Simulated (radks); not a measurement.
As3+, configuration [Ar] 3d10 4s2. All-electron calculation, scalar-relativistic Kohn-Sham, PBE, spin-polarised, spherical densities, finite nucleus; Fermi nuclear charge, rms radius 4.0968 fm. Program: a radial shooting solver on a logarithmic mesh with Libxc functionals.

Local quantities along the radius. ELF = 1/(1 + alpha^2) is the electron localisation function; alpha = (tau - tau_W)/tau_unif compares the Pauli kinetic energy density with that of the uniform gas (summed over spins). tau is taken from the large components.

r (bohr)	ELF	alpha
0.002562	1.000	0.01902
0.002935	1.000	0.01942
0.003336	1.000	0.01992
0.003791	1.000	0.02058
0.004309	1.000	0.02141
0.004936	0.999	0.02252
0.00561	0.999	0.02382
0.006377	0.999	0.02545
0.007306	0.999	0.02762
0.008303	0.999	0.03019
0.009437	0.999	0.03346
0.01081	0.999	0.03793
0.01229	0.998	0.04342
0.01397	0.997	0.05067
0.01587	0.996	0.06039
0.01819	0.994	0.07468
0.02067	0.991	0.09371
0.02349	0.986	0.1210
0.02691	0.974	0.1641
0.03059	0.952	0.2257
0.03477	0.907	0.3195
0.03983	0.817	0.4730
0.04527	0.679	0.6880
0.05145	0.512	0.9768
0.05848	0.373	1.296
0.067	0.298	1.533
0.07614	0.301	1.526
0.08654	0.371	1.303
0.09915	0.506	0.9888
0.1127	0.642	0.7467
0.1281	0.741	0.5915
0.1467	0.791	0.5140
0.1668	0.789	0.5177
0.1895	0.726	0.6138
0.2154	0.579	0.8529
0.2468	0.369	1.308
0.2805	0.249	1.739
0.3188	0.252	1.724
0.3653	0.385	1.265
0.4151	0.570	0.8689
0.4718	0.704	0.6485
0.5406	0.767	0.5519
0.6144	0.772	0.5432
0.6983	0.735	0.6006
0.7936	0.649	0.7358
0.9093	0.500	0.9990
1.033	0.344	1.381
1.175	0.235	1.803
1.346	0.203	1.981
1.529	0.253	1.718
1.738	0.387	1.257
1.991	0.585	0.8419
2.263	0.741	0.5906
2.572	0.835	0.4439
2.924	0.882	0.3653
3.35	0.900	0.3334
3.807	0.893	0.3461
4.327	0.856	0.4094
4.957	0.755	0.5694
5.634	0.551	0.9028

On this mesh the ELF has minima near r = 0.067, 0.28, 1.3 bohr, which separate the shells, and maxima near 0.15 (0.79), 0.61 (0.77), 3.3 (0.90).
